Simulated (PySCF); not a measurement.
B3LYP has the VWN-RPA correlation part, as in Gaussian. Excitations are Tamm–Dancoff values on a coarser integration grid. The basis has no diffuse functions, so Rydberg states are missing or too high.

Cartesian coordinates (Å):
SMILES: [Cl][In]([SH])[SH]
```xyz
6

S     -2.3569    -0.0634    -0.4714
In    -0.0838     0.3766    -0.0043
S      1.6251    -1.2467     0.1960
Cl     0.5253     2.5971     0.2825
H     -2.1581    -1.3917    -0.5348
H      2.5547    -0.3099     0.4531
```
Charge 0, spin multiplicity 1.

What is the computed S1 excitation (TDA), S1–T1 gap (TDA), HOMO, dipole moment and brightest of the four lowest singlets (TDA) (B3LYP-D3(BJ)/def2-TZVP // PBE0-D4/def2-TZVP in PySCF)?


```
Property                                        Value
-------------------------------------------  --------
S1 excitation (TDA)                           4.19 eV
S1–T1 gap (TDA)                               0.32 eV
HOMO                                         -7.60 eV
dipole moment                                  1.69 D
brightest of the four lowest singlets (TDA)   5.50 eV
```
